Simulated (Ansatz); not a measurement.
A nudged elastic band was laid between two geometries of C3H6OSi (11 atoms, charge 0, multiplicity 1).

Method: Ansatz, RKS r2SCAN-D4/6-31G*.

```
movable images  : 9
climbing image  : yes
spring          : 50.0 eV/Å²
optimiser       : quadratic models (default)
start path      : through a guess of the saddle point
force threshold : 0.05 eV/Å
iteration limit : 60
end points      : relaxed
```

Initial state:

```xyz
11
Properties=species:S:1:pos:R:3
C -1.578 -1.010 -0.477
O -0.831 -0.790 0.725
C 0.234 0.008 0.576
C 1.192 0.483 1.385
Si 1.406 1.077 -0.325
H -2.400 -1.674 -0.202
H -0.950 -1.486 -1.240
H -1.974 -0.063 -0.863
H 1.469 0.410 2.433
H 1.056 2.464 -0.745
H 2.441 0.523 -1.245
```

Final state:

```xyz
11
Properties=species:S:1:pos:R:3
C -1.524 -1.079 -0.501
O -0.718 -0.935 0.674
C 0.270 -0.038 0.559
C 1.241 0.421 1.362
Si 1.294 1.221 -0.274
H -2.017 -0.130 -0.749
H -2.273 -1.836 -0.260
H -0.914 -1.411 -1.350
H 1.590 0.252 2.377
H 0.812 2.613 -0.505
H 2.305 0.865 -1.311
```

(1) What changes between the two ends?

(2) Give the energies along the band, and the barrier.

(3) What is the geometry of the highest image?

## Answers

(1) No bond is made or broken. The dihedral H8–C1–O2–C3 goes from -61 to 61°. The two ends are copies of one structure, up to a mirror image or an exchange of like atoms.

(2) The run converged. The highest image is number 4 of 0 to 10, 0.034 eV above the ends, which have the same energy within 2 meV. Another band between the same ends (9 images) ends at a top of the same energy, where a vibrational analysis finds 1 clearly imaginary mode.

| image | path coordinate (Å) | energy (eV) | dihedral H8–C1–O2–C3 (°) |
| --- | --- | --- | --- |
| 0 | 0.00 | 0.000 | -61 |
| 1 | 0.43 | 0.003 | -50 |
| 2 | 0.85 | 0.012 | -38 |
| 3 | 1.28 | 0.025 | -22 |
| 4 | 1.71 | 0.034 | -3 |
| 5 | 2.02 | 0.032 | 10 |
| 6 | 2.33 | 0.025 | 23 |
| 7 | 2.64 | 0.015 | 34 |
| 8 | 2.95 | 0.007 | 44 |
| 9 | 3.26 | 0.002 | 53 |
| 10 | 3.57 | 0.000 | 61 |

(3) 
```xyz
11
Properties=species:S:1:pos:R:3:forces:R:3
C -1.588 -1.014 -0.530 -0.03 -0.01 -0.04
O -0.733 -0.932 0.615 0.04 0.04 -0.01
C 0.285 -0.068 0.538 0.01 -0.04 0.04
C 1.283 0.304 1.355 -0.02 0.02 -0.01
Si 1.348 1.203 -0.227 0.02 0.02 0.04
H -2.612 -0.810 -0.204 -0.03 0.00 0.00
H -1.530 -2.027 -0.942 0.02 -0.02 0.02
H -1.285 -0.288 -1.291 0.01 0.02 0.00
H 1.635 0.068 2.355 0.00 -0.02 -0.01
H 0.922 2.627 -0.356 -0.01 -0.01 -0.02
H 2.341 0.880 -1.291 -0.01 0.00 -0.02
```

Run time: 4.6 min on 2 threads of Intel(R) Xeon(R) 6975P-C (Granite Rapids) (shared host), peak memory 0.17 GiB.
